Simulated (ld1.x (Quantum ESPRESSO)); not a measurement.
Ir (Z = 77), PAW: configuration errors across variants

iridium (Ir), PAW, made with ld1.x (Quantum ESPRESSO) 7.5 (PBE, scalar-relativistic). Core [Kr] 4d10 4f14, reference 5s2 5p6 5d7.5 6s1.5 6p0. Waves: 5s (bound): rcut 1.25, rcutus 1.60 bohr; 6s (bound): rcut 1.25, rcutus 1.60 bohr; 5p (bound): rcut 1.50, rcutus 1.75 bohr; 6p (bound, empty): rcut 1.50, rcutus 1.75 bohr; 5d (bound): rcut 1.60, rcutus 1.90 bohr; 5d channel at 0.05 Ry: rcut 1.60, rcutus 1.90 bohr. Local part: all-electron potential smoothed inside 1.80 bohr (lloc = -1). Core correction: Bessel-smoothed model core inside 0.90 bohr. Augmentation charge: BESSEL, radius 1.00 bohr.

All-electron excitation energies from the reference (eV): (1) 5s2 5p6 5d7 6s2 6p0 0.286; (2) 5s2 5p6 5d7 6s1 6p0 10.165; (3) 5s2 5p6 5d7 6s0 6p0 27.633; (4) 5s2 5p6 5d5 6s0 6p0 101.750; (5) 5s2 5p6 5d8 6s1 6p0 -0.048; (6) 5s2 5p6 5d7 6s0 6p2 11.293; (7) 5s2 5p6 5d7 6s1.5 6p0 4.320.

The overlap operator is not positive definite (basis up to 400 Ry) in “base”, “local potential all-electron potential smoothed inside 0.74 bohr (lloc = -1)”, “waves 5d (bound): rcut 1.60, rcutus 2.56 bohr; 5d channel at 0.05 Ry: rcut 1.60, rcutus 2.56 bohr”. Such files are unfit for use, however small their errors in these radial tests.

3 further variants failed, have other tests or too few solved ones, and are left out.

A true bound ghost makes a file unfit for plane-wave use even where its test errors are small: the radial tests pick states by their node count and pass the ghost by.

Errors AE − PS in meV (a dash: test not solved or not reliable):

| change | (1) | (2) | (3) | (4) | (5) | (6) | (7) | bound ghosts |
| --- | --- | --- | --- | --- | --- | --- | --- | --- |
| base | +2.1 | -1.9 | -7.6 | -73 | -2.1 | +19 | +0.3 | not determined (overlap not positive) |
| local potential all-electron potential smoothed inside 0.74 bohr (lloc = -1) | +1.4 | -2.2 | -10 | -96 | -2.4 | -4.1 | +0.1 | s (p not tested, overlap not positive) |
| waves 5d (bound): rcut 1.60, rcutus 2.56 bohr; 5d channel at 0.05 Ry: rcut 1.60, rcutus 2.56 bohr | -61 | -21 | -9.8 | – | – | – | – | not determined (overlap not positive) |

Task: Give the same row for: local potential all-electron potential smoothed inside 1.60 bohr (lloc = -1).

Result: +1.9, -1.6, -7.7, -48, -2.4, +1.1, +0.4; bound ghosts: not determined (overlap not positive). Its overlap operator is not positive definite in a basis up to 400 Ry (lowest eigenvalue p -0.08), so the file is unfit for use: the generalised eigenproblem breaks down once the basis is large enough, and its test numbers describe a broken file.
